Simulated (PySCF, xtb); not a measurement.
Cl4H2Si2, SMILES Cl[SiH2][Si](Cl)(Cl)Cl.

GFN2-xTB (xtb) at its own geometry gives an orbital gap of 4.56 eV and a dipole moment of 1.47 D.

The structure is a stationary point at r2SCAN-D4/def2-SVP. Other conformers were not sampled.

**Question.** What does r2SCAN/def2-TZVP in PySCF give? (An estimate is asked for; the answer gives what the named calculation found.)

**Answer.** gap 5.80 eV (levels -7.63 and -1.83 eV), dipole 1.28 D.
